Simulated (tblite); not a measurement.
Isomers of C9H14. Calculated harmonic vibrations of the isolated species, GFN2-xTB (tblite), most abundant isotopes, no scaling. Errors from tens to a few hundred cm⁻¹ against measured bands are possible. One conformer each.

Electronic energies: GFN2-xTB at the same geometries; isomer energies are rough at this level and their order can be wrong.

```
                          SMILES  electronic energy, lowest = 0 (kJ/mol)
C1CC([C@@H]2C[C@@H]3C[C@@H]32)C1                                    70.9
             C1CC(C23CC(C2)C3)C1                                   109.7
                 CC(C)C1=CCC=CC1                                    16.0
               C#C/C(=C/CC)C(C)C                                   158.8
              C=C[C@@H]1CC=CCCC1                                    61.5
             C=C[C@@H]1CCC12CCC2                                    64.7
                 CCC1=C(C)CCC=C1                                     0.0
```

Q: How do GFN2-xTB zero-point energies change the relative energies?

A: 
```
                          SMILES  ZPE (kJ/mol)  of it from modes above 1550 cm⁻¹  electronic (kJ/mol)  with ZPE, lowest = 0 (kJ/mol)  lowest mode (cm⁻¹)  rings
                 CCC1=C(C)CCC=C1         533.3                             271.5                  0.0                            0.0                  44      1
                 CC(C)C1=CCC=CC1         532.8                             271.7                 16.0                           15.6                  32      1
              C=C[C@@H]1CC=CCCC1         536.4                             271.8                 61.5                           64.7                  61      1
             C=C[C@@H]1CCC12CCC2         535.7                             263.0                 64.7                           67.2                  18      2
C1CC([C@@H]2C[C@@H]3C[C@@H]32)C1         540.9                             253.1                 70.9                           78.6                  44      3
             C1CC(C23CC(C2)C3)C1         542.6                             251.4                109.7                          119.0                  42      4
               C#C/C(=C/CC)C(C)C         524.0                             278.6                158.8                          149.6                   8      0
```

The zero-point energies span 18.6 kJ/mol, from `C#C/C(=C/CC)C(C)C` to `C1CC(C23CC(C2)C3)C1`. The order is unchanged.

Q: What do entropy and thermal enthalpy add at 298.15 K and 1 bar (rigid rotor, harmonic oscillator, one conformer each)?

A: 
| SMILES | point group | symmetry number | S (J/(mol K)) | H − H(0) (kJ/mol) | ZPE + H − H(0) − TS (kJ/mol) |
| --- | --- | --- | --- | --- | --- |
| CCC1=C(C)CCC=C1 | C1 | 1 | 406.9 | 28.56 | 440.5 |
| CC(C)C1=CCC=CC1 | C1 | 1 | 408.6 | 28.21 | 439.2 |
| C=C[C@@H]1CC=CCCC1 | C1 | 1 | 387.3 | 26.26 | 447.2 |
| C1CC([C@@H]2C[C@@H]3C[C@@H]32)C1 | C1 | 1 | 380.9 | 24.23 | 451.6 |
| C1CC(C23CC(C2)C3)C1 | Cs | 1 | 374.3 | 23.41 | 454.4 |

Not tabulated: `C=C[C@@H]1CCC12CCC2` (lowest mode only 18 cm⁻¹); `C#C/C(=C/CC)C(C)C` (lowest mode only 8 cm⁻¹).
